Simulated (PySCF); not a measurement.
# Pt (platinum, neutral): UHF calculation

Configuration: [Xe] 4f14 5d9 6s1, high-spin 3D determinant. All numbers are calculated (PySCF 2.14, a scalar-relativistic core potential, in def2-QZVPPD with the def2 core potential (60 electrons)).

| Property | Result |
| --- | --- |
| Total energy | -118.400258 hartree |
| One-electron energy | -208.6900 hartree |
| Hartree (Coulomb) energy | 101.1314 hartree |
| Exchange energy | -10.8417 hartree |
| ⟨S²⟩ | 2.0042 |
| ⟨L²⟩ | 6.065 |
| Sum of ⟨r⟩ | 27.06 bohr |
| Sum of ⟨r²⟩ | 52.06 bohr² |
| Traceless quadrupole moment −½Σ⟨3z² − r²⟩ along its main axis | -1.14 e·bohr² |

| shell | electrons | mean orbital energy (eV) | spread (eV) | rms radius, mean of both spins (bohr) |
| --- | --- | --- | --- | --- |
| 5s α | 1 | -121.44 | 0 | 1.04 |
| 5s β | 1 | -119.88 | 0 | 1.04 |
| 5p α | 3 | -69.983 | 1.491 | 1.20 |
| 5p β | 3 | -67.973 | 1.020 | 1.20 |
| 5d α | 5 | -11.875 | 1.774 | 1.83 |
| 5d β | 4 | -10.615 | 1.262 | 1.83 |
| 6s α | 1 | -7.900 | 0 | 3.32 |

Energies and moments cover only the electrons outside the core potential. Spin-orbit coupling, absent here, splits the open shell strongly.
